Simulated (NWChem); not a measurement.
System meant: ZrNH$_{2}$SCl; SMILES [NH2][Zr](=[S])[Cl]

Input file for NWChem:

```
start job
memory heap 200 mb stack 900 mb global 1100 mb
geometry units angstroms noautoz
  Zr    -0.176849     0.156298     0.216852
  S      1.412443     1.662399    -0.070124
  Cl     0.286501    -2.142591    -0.217802
  N     -1.908639     0.920109    -0.456220
  H     -2.749298     0.382737    -0.670480
  H     -2.042993     1.872958    -0.791052
end
basis spherical
  Zr library def2-svp
  S library def2-svp
  Cl library def2-svp
  N library def2-svp
  H library def2-svp
end
dft
  xc b3lyp
  iterations 150
  mulliken
end
task dft energy
```

End of the output:

```
             Northwest Computational Chemistry Package (NWChem) 7.3.0
             --------------------------------------------------------

 C1  symmetry detected

                             Geometry "geometry" -> ""
                             -------------------------

 Output coordinates in angstroms (scale by  1.889725989 to convert to a.u.)

  No.       Tag          Charge          X              Y              Z
 ---- ---------------- ---------- -------------- -------------- --------------
    1 Zr                  40.0000    -0.20564018     0.06894471     0.23418457
    2 S                   16.0000     1.11516541     1.79116931    -0.17319676
    3 Cl                  17.0000     0.58904129    -2.14463727    -0.16210337
    4 N                    7.0000    -2.06430216     0.53344510    -0.37008756
    5 H                    1.0000    -2.82013821    -0.13400297    -0.52695855
    6 H                    1.0000    -2.36048803     1.44222334    -0.72290582

 Effective nuclear repulsion energy (a.u.)     479.8295075033

                                 NWChem DFT Module
                                 -----------------

 Summary of "ao basis" -> "ao basis" (spherical)
 ------------------------------------------------------------------------------
       Tag                 Description            Shells   Functions and Types
 ---------------- ------------------------------  ------  ---------------------
 Zr                         def2-svp                11       31   5s3p2d1f
 S                          def2-svp                 8       18   4s3p1d
 Cl                         def2-svp                 8       18   4s3p1d
 N                          def2-svp                 6       14   3s2p1d
 H                          def2-svp                 3        5   2s1p

            General Information
            -------------------
          SCF calculation type: DFT
          Wavefunction type:  closed shell.
          No. of atoms     :     6
          No. of electrons :    82
           Alpha electrons :    41
            Beta electrons :    41
          Charge           :     0
          Spin multiplicity:     1
          Use of symmetry is: off; symmetry adaption is: off
          Maximum number of iterations: 150
          AO basis - number of functions:    91
                     number of shells:    39
          Convergence on energy requested:  1.00D-06
          Convergence on density requested:  1.00D-05
          Convergence on gradient requested:  5.00D-04

              XC Information
              --------------
                         B3LYP Method XC Potential
                     Hartree-Fock (Exact) Exchange  0.200
                        Slater Exchange Functional  0.800 local
                    Becke 1988 Exchange Functional  0.720 non-local
              Lee-Yang-Parr Correlation Functional  0.810
                  VWN I RPA Correlation Functional  0.190 local

             Grid Information
             ----------------
          Grid used for XC integration:  medium
          Radial quadrature: Mura-Knowles
          Angular quadrature: Lebedev.
          Tag              B.-S. Rad. Rad. Pts. Rad. Cut. Ang. Pts.
          ---              ---------- --------- --------- ---------
          Zr                  1.55      123          10.0       590
          S                   1.00       88          11.0       590
          Cl                  1.00       88          12.0       590
          N                   0.65       49          10.0       434
          H                   0.35       45          11.0       434
          Grid pruning is: on
          Number of quadrature shells:   438
          Spatial weights used:  Erf1

      Superposition of Atomic Density Guess
      -------------------------------------

 Sum of atomic energies:       -1578.61333655

      Non-variational initial energy
      ------------------------------

 Total energy =   -1583.648873
 1-e energy   =   -3108.604951
 2-e energy   =    1045.126571
 HOMO         =      -1.158484
 LUMO         =      -1.103432

     ---------------------------------------------
      Total Density - Mulliken Population Analysis
     ---------------------------------------------

    Atom       Charge   Shell Charges
 -----------   ------   -------------------------------------------------------
    1 Zr  40    46.76   2.00  2.01  2.04  2.43 -0.53  6.05  7.58 -0.08 10.49  0.38 14.38
    2 S   16    13.46   2.00  1.99  0.86  0.66  5.93  1.32  0.54  0.15
    3 Cl  17    12.89   2.00  1.99  0.95  0.90  5.91  0.65  0.44  0.04
    4 N    7     8.39   1.99  1.05  0.35  3.25  1.74  0.02
    5 H    1     0.25   0.27 -0.02 -0.00
    6 H    1     0.25   0.28 -0.03 -0.00

   convergence    iter        energy       DeltaE   RMS-Dens  Diis-err
 ---------------- ----- ----------------- --------- --------- ---------
 d= 0,ls=0.0,diis     1  -1604.7228291953 -2.08D+03  3.93D-01  2.67D+01
 d= 0,ls=0.0,diis     2  -1554.5262459223  5.02D+01  2.11D-01  3.72D+02
 d= 0,ls=0.0,diis     3  -1606.2595314784 -5.17D+01  1.32D-01  2.41D+01
 d= 0,ls=0.0,diis     4  -1607.6077640959 -1.35D+00  1.30D-01  1.34D+01
 d= 0,ls=0.0,diis     5  -1608.2141141276 -6.06D-01  1.18D-01  9.99D+00
 d= 0,ls=0.0,diis     6  -1609.8882349201 -1.67D+00  6.91D-02  2.70D+00
 d= 0,ls=0.0,diis     7  -1610.0500571025 -1.62D-01  2.76D-02  2.77D+00
 d= 0,ls=0.0,diis     8  -1610.3664013988 -3.16D-01  2.77D-02  7.18D-01
 d= 0,ls=0.0,diis     9  -1610.2590124029  1.07D-01  7.30D-03  1.52D+00
  Resetting Diis
 d= 0,ls=0.0,diis    10  -1610.2778395556 -1.88D-02  1.99D-03  1.34D+00
 d= 0,ls=0.0,diis    11  -1610.2419611053  3.59D-02  1.03D-01  1.58D+00
 d= 0,ls=0.0,diis    12  -1607.9617735236  2.28D+00  1.30D-01  9.48D+00
 d= 0,ls=0.0,diis    13  -1609.3244019374 -1.36D+00  6.15D-02  6.47D+00
 d= 0,ls=0.0,diis    14  -1610.4708567160 -1.15D+00  7.05D-03  7.52D-02
 d= 0,ls=0.0,diis    15  -1610.4700619755  7.95D-04  2.48D-03  6.76D-02
 d= 0,ls=0.0,diis    16  -1610.4770496441 -6.99D-03  1.12D-03  2.66D-02
 d= 0,ls=0.0,diis    17  -1610.4760966170  9.53D-04  1.66D-04  3.21D-02
 d= 0,ls=0.0,diis    18  -1610.4757835045  3.13D-04  7.89D-04  3.40D-02
 d= 0,ls=0.0,diis    19  -1610.4761906222 -4.07D-04  3.30D-05  3.18D-02
 d= 0,ls=0.0,diis    20  -1610.4761727433  1.79D-05  6.78D-04  3.19D-02
 d= 0,ls=0.0,diis    21  -1610.4773915386 -1.22D-03  1.04D-03  2.38D-02
 d= 0,ls=0.0,diis    22  -1610.4792640665 -1.87D-03  2.87D-03  1.15D-02
 d= 0,ls=0.0,diis    23  -1610.4810076645 -1.74D-03  6.58D-04  4.53D-04
 d= 0,ls=0.0,diis    24  -1610.4810884216 -8.08D-05  2.82D-04  3.91D-06
 d= 0,ls=0.0,diis    25  -1610.4810921590 -3.74D-06  8.61D-05  5.86D-07
 d= 0,ls=0.0,diis    26  -1610.4810924888 -3.30D-07  3.84D-05  5.01D-07
 d= 0,ls=0.0,diis    27  -1610.4810926023 -1.14D-07  1.08D-05  7.41D-08
 d= 0,ls=0.0,diis    28  -1610.4810926153 -1.30D-08  8.44D-06  2.03D-08

[...]
```

### Question
Find the fault in this run and fix the input.

### Answer
The run ends normally but its numbers are meaningless: the def2 basis of a heavy element holds valence functions alone and wants its effective core potential (without it all electrons must fit into that basis). This input runs:
```
start job
memory heap 200 mb stack 900 mb global 1100 mb
geometry units angstroms noautoz
  Zr    -0.176849     0.156298     0.216852
  S      1.412443     1.662399    -0.070124
  Cl     0.286501    -2.142591    -0.217802
  N     -1.908639     0.920109    -0.456220
  H     -2.749298     0.382737    -0.670480
  H     -2.042993     1.872958    -0.791052
end
basis spherical
  Zr library def2-svp
  S library def2-svp
  Cl library def2-svp
  N library def2-svp
  H library def2-svp
end
ecp
  Zr library def2-ecp
end
dft
  xc b3lyp
  iterations 150
  mulliken
end
task dft energy
```
It converges to -961.28997 Ha (B3LYP/def2-SVP with def2 effective core potentials on Zr). The faulty run gave -1610.481 Ha, with all electrons squeezed into the valence basis.
